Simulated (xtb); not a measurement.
C4H10OSi, SMILES CCC(=O)[SiH2]C. All values are semi-empirical tight-binding results from xtb (GFN2-xTB unless named), good for trends rather than for accurate numbers. Coordinates come from a GFN2-xTB optimisation. This is a generated structure with no PubChem entry under its InChIKey; it may be hypothetical. Other conformers were not sampled.

Optimised geometry:

Bonds (Å): C1–C2 1.522, C1–H7 1.087, C1–H8 1.087, C1–H9 1.087, C2–C3 1.512, C2–H10 1.093, C2–H11 1.093, C3–O4 1.210, C3–Si5 1.931, Si5–C6 1.890, Si5–H12 1.468, Si5–H13 1.468, C6–H14 1.087, C6–H15 1.086, C6–H16 1.087. Bond angles (°): C2–C1–H7 110.1, C2–C1–H8 110.8, C2–C1–H9 110.1, H7–C1–H8 108.9, H7–C1–H9 108.0, H8–C1–H9 108.9, C1–C2–C3 113.4, C1–C2–H10 111.0, C1–C2–H11 111.0, C3–C2–H10 107.2, C3–C2–H11 107.2, H10–C2–H11 106.9, C2–C3–O4 122.3, C2–C3–Si5 116.6, O4–C3–Si5 121.1, C3–Si5–C6 108.4, C3–Si5–H12 107.4, C3–Si5–H13 107.4, C6–Si5–H12 112.3, C6–Si5–H13 112.3, H12–Si5–H13 108.9, Si5–C6–H14 111.0, Si5–C6–H15 111.5, Si5–C6–H16 111.0, H14–C6–H15 107.9, H14–C6–H16 107.3, H15–C6–H16 107.9.

The geometry has at least one imaginary mode, so it is a saddle point at that level.

| Item | Result |
|---|---|
| point group as xtb finds it | Cs |
| orbital gap | 2.75 eV |
| dipole moment | 2.34 D |
| static polarisability (D4 model) | 80.6 bohr³ |
| solvation energy, GFN2-xTB/ALPB(water) | -2.6 kcal/mol |
| solvation energy, GFN2-xTB/ALPB(acetonitrile) | -5.9 kcal/mol |

Computed atomic charges and the Wiberg bond orders between heavy atoms:
charges (e) C1 -0.10, C2 -0.08, C3 0.12, O4 -0.36, Si5 0.43, C6 -0.19, H7 0.05, H8 0.03, H9 0.05, H10 0.04, H11 0.04, H12 -0.08, H13 -0.08, H14 0.05, H15 0.03, H16 0.05. Bond orders C1–C2 1.02, C2–C3 1.01, C3–O4 1.91, C3–Si5 0.80, Si5–C6 0.94.
